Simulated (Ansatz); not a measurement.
[Ga(OMe)H3]- (CH6GaO⁻) was relaxed with PBE0-D4 (def2-TZVPD) in Ansatz in these states: charge -1 singlet, neutral doublet. The geometries follow in no particular order.

A:

```xyz
9

Ga    0.403    0.738    1.130
O     0.117   -0.908    0.235
C    -0.370   -0.827   -1.047
H     0.280   -0.240   -1.728
H    -1.375   -0.360   -1.108
H    -0.465   -1.834   -1.494
H     0.997    0.350    2.576
H    -1.033    1.492    1.215
H     1.445    1.588    0.219
```

B:

```csv
atom,x (Å),y (Å),z (Å)
Ga1,0.1267,-0.1442,1.5262
O2,0.7444,-0.1704,-0.2639
C3,-0.0372,0.2727,-1.3301
H4,-1.0047,0.6775,-1.0127
H5,-0.1885,-0.5330,-2.0549
H6,0.5232,1.0705,-1.8359
H7,1.2999,-0.4208,2.5157
H8,-0.3770,-1.5912,0.7801
H9,-1.0868,0.8387,1.6754
```

Judge from the bond lengths which geometry belongs to which state (an estimate).

A is the charge -1 singlet (Ga1–H8 1.625 Å, Ga1–H9 1.625 Å, Ga1–H7 1.611 Å); B is the neutral doublet (Ga1–H8 1.704 Å, Ga1–H9 1.569 Å, Ga1–H7 1.560 Å).
